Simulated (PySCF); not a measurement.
F₂O₂W, charge +1, multiplicity 2. Atoms are numbered in the order given.

```xyz
5

W      0.0000     0.0000     0.0180
O      0.0000    -1.2900    -1.1532
O      0.0000     1.2900    -1.1532
F     -1.5615     0.0000     0.9510
F      1.5615     0.0000     0.9510
```
Charge +1, spin multiplicity 2.

The structure is a stationary point at B3LYP-D3(BJ)/def2-SVP. The multiplicity is an assumed one; other spin states were not compared. The isomer is the one that the SMILES or the coordinates give; other isomers of the formula were not compared. The def2 effective core potentials stand for the cores of W; spin–orbit coupling is left out.

Computed with TDA-ωB97X/def2-SVPD in PySCF.

Vertical excitations. Gas-phase values at a fixed geometry.

```
state    energy (eV)  λ (nm)      f                                                    main pairs
-------  -----------  ------  -----  ------------------------------------------------------------
root 1          1.67     743  0.000                                              β HOMO→LUMO 92 %
root 2          1.92     647  0.000                                            β HOMO−2→LUMO 89 %
root 3          2.14     580  0.003                        β HOMO−1→LUMO 58 %, β HOMO−3→LUMO 34 %
root 4          3.06     406  0.002                        β HOMO−4→LUMO 75 %, β HOMO−6→LUMO 18 %
root 5          3.32     373  0.037                        β HOMO−3→LUMO 56 %, β HOMO−1→LUMO 29 %
root 6          5.84     212  0.002                      α HOMO−1→LUMO 30 %, β HOMO−2→LUMO+1 58 %
root 7          5.85     212  0.002                          α HOMO→LUMO 22 %, β HOMO→LUMO+1 66 %
root 8          5.88     211  0.000                                            β HOMO−5→LUMO 89 %
root 9          5.98     207  0.000                                          β HOMO−1→LUMO+1 80 %
root 10         6.35     195  0.000  β HOMO−6→LUMO 54 %, β HOMO−4→LUMO 21 %, β HOMO−1→LUMO+2 16 %
```
Unrestricted roots are not spin-pure.
